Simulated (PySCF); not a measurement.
## Two-component Hartree-Fock for N+ (nitrogen, charge +1)

Start: [He] 2s2 2p1 3s1; 2p3/2 filled at m_j = +3/2; 3s1/2 filled at m_j = +1/2. Calculated with PySCF 2.14 in x2c-SVPall-2c with one added diffuse shell of s type (4s2p1d, 15 functions): generalised Hartree-Fock with the X2C-1e Hamiltonian and a Gaussian nucleus; one run each with spin-orbit coupling (SO) switched off, then screened by Boettger's factors. This is a chosen level, not necessarily the ground level.

```
spinor shell  electrons  ε, spin-free (eV)  ε, screened SO (eV)  weight of nominal j (screened SO)  rms radius, screened SO (bohr)
       1s1/2          2            -457.85              -457.86                              1.000                           0.264
       2s1/2          2            -47.996              -47.997                              1.000                            1.30
       2p3/2          1            -39.957              -39.949                              1.000                            1.26
       3s1/2          1            -10.774              -10.774                              1.000                            4.03
```

| quantity | spin-free | screened SO |
| --- | --- | --- |
| E (hartree) | -53.16439 | -53.16410 |
| M_J | 2 | 2 |
| ⟨J²⟩ | 6.004 | 6.004 |
| ⟨L²⟩ | 2.002 | 2.002 |
| ⟨S²⟩ | 2.001 | 2.001 |

Each row is a mean over spinors that exchange with the open shell spreads, by up to 5.012 eV (2s1/2).

Without spin-orbit coupling the j labels of p, d and f shells carry no meaning; the spin-free column gives the mean over the occupied spinors of each nl shell.
